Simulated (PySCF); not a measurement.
Gas-phase reaction: 2 TaF5 + H2O2 ⇌ 2 TaOF3 + H2 + 4 F, at 1600 K and a standard pressure of 1 bar. Level: PBE0/def2-QZVP†.

Computed with PySCF and rigid-rotor harmonic-oscillator thermochemistry at 1 bar. S°(298 K) at PBE0/def2-TZVP differs from the NASA 1993 table for H2O2 (-8 J/mol/K); whether the harmonic model or the table's entry is off was not settled. † marks an energy on the PBE0/def2-TZVP geometry and frequencies. Open shells (unrestricted): F (multiplicity 2, electronic degeneracy 6); the rest are closed-shell singlets. Spin-orbit splitting is ignored; it lowers the true energy and changes the entropy of F. Ta: scalar-relativistic def2 core potential, no spin-orbit coupling. No R ln 2 is added for the mirror-image form of H2O2. TaOF3: computed as isolated molecules; such fragments, hydroxides, amides, oligomers or adducts are transient or little studied in the gas. The harmonic model lacks anharmonicity and excited electronic states, which grow with temperature; levels with a mode under 35 cm⁻¹ are left out. Internal rotation in H2O2 is treated as a harmonic vibration of one conformer, which makes the entropy rough. Soft modes under 120 cm⁻¹ make the harmonic entropy rough for TaF5.

```json
[
 {"species": "TaF5", "E (Ha)": "-556.36632", "H(1600 K) − E (kJ/mol)": "215.3", "S°(1600 K) (J/mol/K)": "558.3"},
 {"species": "H2O2", "E (Ha)": "-151.46684", "H(1600 K) − E (kJ/mol)": "159.5", "S°(1600 K) (J/mol/K)": "320.6"},
 {"species": "TaOF3", "E (Ha)": "-431.88471", "H(1600 K) − E (kJ/mol)": "175.4", "S°(1600 K) (J/mol/K)": "494.1"},
 {"species": "H2", "E (Ha)": "-1.16903", "H(1600 K) − E (kJ/mol)": "74.0", "S°(1600 K) (J/mol/K)": "180.1"},
 {"species": "F", "E (Ha)": "-99.68127", "H(1600 K) − E (kJ/mol)": "33.3", "S°(1600 K) (J/mol/K)": "195.4"}
]
```
E: electronic energy; H − E holds the zero-point and thermal terms. 1 Ha = 2625.5 kJ/mol.

Task: Work out ΔH°, ΔS°, ΔG° and log10 K from these numbers.

Result: 1. ΔE = 2×(-431.88471) + 1×(-1.16903) + 4×(-99.68127) − 2×(-556.36632) − 1×(-151.46684) = 0.53595 Ha = 1407.1 kJ.
2. Δ(H − E) = 2×(175.4) + 1×(74.0) + 4×(33.3) − 2×(215.3) − 1×(159.5) = -32.1 kJ, so ΔH° = 1375.0 kJ.
3. ΔS° = 2×(494.1) + 1×(180.1) + 4×(195.4) − 2×(558.3) − 1×(320.6) = 512.7 J/K; the number of gas molecules changes by +4.
4. ΔG° = ΔH° − TΔS° = 1375.0 − 1600×(512.7)/1000 = 554.7 kJ.
5. log10 K = −ΔG°/(RT ln 10) = -18.11, with RT ln 10 = 30.63 kJ/mol; at standard pressures the reactants are favoured.
6. A shift of 10 kJ in ΔE would move log10 K by 0.33 here.
For scale, ΔH°(298 K) is 1369 kJ at this level, 1389 kJ at ωB97M-V/def2-TZVP†, and runs from 874 to 1834 kJ over the 18 levels computed.
